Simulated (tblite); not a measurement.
A tight-binding relaxation on `C=C[C@](C)(O)C[SiH2][SeH]`.

Computed with GFN2-xTB geometry optimisation, gas phase (tblite 0.8.0). Start geometry: from a force field or distance geometry. A driver script takes a list of jobs; this job's settings line and coordinates (Å) are shown.

Command:
```bash
OMP_NUM_THREADS=1 python probes_run.py task.json out
```

Input:
```
{"job": {"kind": "relax", "xc": "GFN2-xTB", "basis": "xTB"}, "charge": 0, "multiplicity": 1}
C     -2.206200     1.304400     1.205200
C     -1.567300     0.937800     0.106800
C     -0.561800    -0.200900     0.113700
C     -0.915900    -0.968800    -1.174000
O     -0.705800    -1.047100     1.197700
C      0.780000     0.432400     0.024800
Si     2.198000    -0.784200     0.001500
Se     4.013800     0.399400    -0.747200
H     -2.092300     0.838600     2.178900
H     -2.922000     2.131300     1.145500
H     -1.741700     1.452200    -0.822100
H     -0.677300    -0.377500    -2.062400
H     -2.042300    -1.058000    -1.169100
H     -0.516000    -1.992100    -1.166200
H     -1.003100    -1.946200     0.895000
H      0.946400     1.110300     0.890800
H      0.839100     1.067600    -0.896700
H      2.490600    -1.188300     1.410600
H      1.916500    -1.965100    -0.804100
H      3.762000     1.864800    -0.331500
```

Output:
```
step      E/eV     max force
  0    -701.09035    2.279
  1    -701.30200    1.042
  2    -701.36490    0.701
  3    -701.40531    0.575
  4    -701.43871    0.703
  5    -701.47680    0.745
  6    -701.50645    0.491
  7    -701.52845    0.357
  8    -701.54428    0.263
  9    -701.55871    0.350
... (109 lines left out)
119    -701.76850    0.020
120    -701.76855    0.019
121    -701.76860    0.021
122    -701.76864    0.021
123    -701.76869    0.018
124    -701.76873    0.014
125    -701.76878    0.013
126    -701.76883    0.015
127    -701.76887    0.011
128    -701.76889    0.009
```

«max force» is the largest atomic force in eV/Å.

From which step on does the largest force stay under 0.1 eV/Å, and how much energy is left to gain from there?

From step 66 (0.094 eV/Å), 24.9 meV above the end.

Main results: energy lowered by 15.6 kcal/mol over 128 steps; largest atomic force 0.009 eV/Å at the end.

Where do the atoms end?

0.474 Å rms from the input after alignment:
```
atom  x, y, z in Å
C1    -2.1618    1.0638    1.4183
C2    -1.6108    0.9235    0.2276
C3    -0.5715   -0.1102   -0.1256
C4    -1.0086   -0.8667   -1.3840
O5    -0.3493   -1.0307    0.9355
C6     0.7929    0.5512   -0.3320
Si7    2.0703   -0.6862    0.3419
Se8    4.1361    0.0398   -0.4225
H9    -1.8943    0.4248    2.2441
H10   -2.8896    1.8304    1.6207
H11   -1.8706    1.5831   -0.5889
H12   -1.1334   -0.1812   -2.2177
H13   -1.9579   -1.3730   -1.2097
H14   -0.2569   -1.6075   -1.6446
H15   -1.1355   -1.5732    1.0684
H16    0.8441    1.4800    0.2372
H17    0.9510    0.8017   -1.3793
H18    2.1616   -0.6920    1.7961
H19    1.9934   -2.0117   -0.2622
H20    3.8857    1.4447   -0.3264
```

Estimate the wall time. Hardware: Arm Neoverse V2, one thread (shared host).

About 1.0 s.
Labels such as C1 count atoms from 1, the log's own numbers from 0.
